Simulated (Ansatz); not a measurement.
Pd3Au2⁺. The state is a doublet with charge 1. Geometry r2SCAN-D4/def2-SVP.

```xyz
5

Pd   -1.2059   -2.1202    0.8476
Pd   -1.3669    2.1573   -0.6365
Pd    1.3687   -2.1860    0.6499
Au    1.1966    2.1673   -0.8639
Au    0.0075   -0.0184    0.0028
```

In the def2 sets Au, Pd take a core potential; there is no spin–orbit coupling. At BLYP-D4/def2-TZVP, r2SCAN-D4/def2-TZVP, r2SCANh-D4/def2-TZVP, PBE0-D4/def2-SVP and others the charge 1 doublet is spin-contaminated (final ⟨S²⟩ up to 1.67, 0.75 for a pure state). At BLYP-D4/def2-TZVP the gap within one spin of the charge 1 doublet nearly closes, so an electron or hole may be smeared out by delocalisation error. No other spin state of charge 1 was run. The geometry of the doublet was relaxed on an unsound state (⟨S²⟩ 1.50, where a pure state has 0.75). Another isomer (doublet) lies 1.30 eV lower at PBE0-D4/def2-TZVP; other spin states weren't run for this one.

(1) Estimate the α-spin orbital energies around the gap (eV) in Ansatz with BLYP-D4/def2-TZVP, r2SCAN-D4/def2-TZVP, r2SCANh-D4/def2-TZVP, PBE0-D4/def2-SVP, PBE0-D4/def2-TZVP.

Answers

(1) 
| orbital | BLYP-D4/def2-TZVP | r2SCAN-D4/def2-TZVP | r2SCANh-D4/def2-TZVP | PBE0-D4/def2-SVP | PBE0-D4/def2-TZVP |
| --- | --- | --- | --- | --- | --- |
| HOMO−13 | -10.76 | -10.96 | -11.55 | -12.23 | -12.20 |
| HOMO−12 | -10.60 | -10.83 | -11.48 | -12.10 | -12.04 |
| HOMO−11 | -10.56 | -10.73 | -11.27 | -12.05 | -12.01 |
| HOMO−10 | -10.34 | -10.51 | -11.13 | -12.02 | -12.00 |
| HOMO−9 | -10.27 | -10.44 | -11.12 | -11.99 | -11.95 |
| HOMO−8 | -10.09 | -10.31 | -11.05 | -11.93 | -11.88 |
| HOMO−7 | -10.03 | -10.26 | -10.98 | -11.86 | -11.83 |
| HOMO−6 | -10.00 | -10.25 | -10.90 | -11.64 | -11.63 |
| HOMO−5 | -9.97 | -10.20 | -10.84 | -11.63 | -11.62 |
| HOMO−4 | -9.92 | -10.10 | -10.70 | -11.55 | -11.51 |
| HOMO−3 | -9.86 | -10.04 | -10.65 | -11.42 | -11.41 |
| HOMO−2 | -9.85 | -10.00 | -10.61 | -11.40 | -11.38 |
| HOMO−1 | -9.76 | -9.99 | -10.35 | -10.89 | -10.84 |
| HOMO | -9.57 | -9.73 | -10.18 | -10.62 | -10.59 |
| LUMO | -9.46 | -9.28 | -8.82 | -8.23 | -8.17 |
| LUMO+1 | -7.74 | -7.47 | -7.17 | -6.82 | -6.84 |
| LUMO+2 | -6.90 | -6.55 | -6.20 | -5.86 | -5.88 |
| LUMO+3 | -6.65 | -6.22 | -5.88 | -5.57 | -5.58 |
| LUMO+4 | -5.44 | -5.11 | -4.87 | -4.62 | -4.69 |
| LUMO+5 | -4.57 | -4.14 | -3.86 | -3.60 | -3.73 |
| β HOMO | -9.58 | -9.44 | -9.94 | -10.62 | -10.60 |
| β LUMO | -9.33 | -9.09 | -8.60 | -8.04 | -8.00 |
